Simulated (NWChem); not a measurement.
# NH₃SeS; SMILES N[Se]S

```xyz
6

Se     0.4351    -0.4542    -0.0077
N     -1.1966    -1.3596    -0.0130
H     -1.2840    -1.9421     0.8149
H     -1.2925    -1.9184    -0.8562
S     -0.2169     1.6838    -0.0552
H     -0.3709     1.8810     1.2758
```
Atoms are numbered in this order, from 1.

Computed with NWChem. Medium grid unless said otherwise, to which SCAN and Minnesota functionals are sensitive. The geometry was optimised at B3LYP/6-31G* (spherical d).

Task: Estimate the computed values for M06/def2-TZVP. Quantities: highest occupied level (eV); orbital gap (eV); dipole (D).

Result: highest occupied level (eV): -6.86
orbital gap (eV): 5.81
dipole (D): 1.99
